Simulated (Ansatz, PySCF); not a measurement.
SrCl, SMILES [Sr][Cl], multiplicity 2. Atoms are numbered in the order given.

```xyz
2

Sr     0.0000     0.0000    -0.8313
Cl     0.0000     0.0000     1.7722
```
Charge 0, spin multiplicity 2.

The structure is a stationary point at B3LYP-D3(BJ)/def2-TZVPD. The multiplicity is an assumed one; other spin states were not compared. The def2 effective core potentials stand for the cores of Sr; spin–orbit coupling is left out.

Two levels are set side by side: PBE-D3(BJ)/def2-TZVPD (Ansatz, an electronic-structure program) and B3LYP-D3(BJ)/def2-TZVPD (Ansatz). Each level has its own optimised geometry; the coordinates shown are those of the second. Frequencies come from the Hessian of PySCF at each geometry. Differences are taken from unrounded values.

```csv
quantity,B3LYP-D3(BJ)
bond Sr1–Cl2 (Å),2.604
highest harmonic wavenumber (cm⁻¹),289
mean harmonic wavenumber (cm⁻¹),289
zero-point energy (kcal/mol),0.41
```

Q: What does PBE-D3(BJ) give, and how far is it from B3LYP-D3(BJ)? (An estimate is asked for; the answer gives what the named calculation found.)

A: 
| quantity | PBE-D3(BJ) | PBE-D3(BJ) minus B3LYP-D3(BJ) |
|---|---|---|
| bond Sr1–Cl2 (Å) | 2.582 | -0.022 |
| highest harmonic wavenumber (cm⁻¹) | 292 | 4 |
| mean harmonic wavenumber (cm⁻¹) | 292 | 4 |
| zero-point energy (kcal/mol) | 0.42 | 0.01 |

Here PBE gives about what the other level gives.
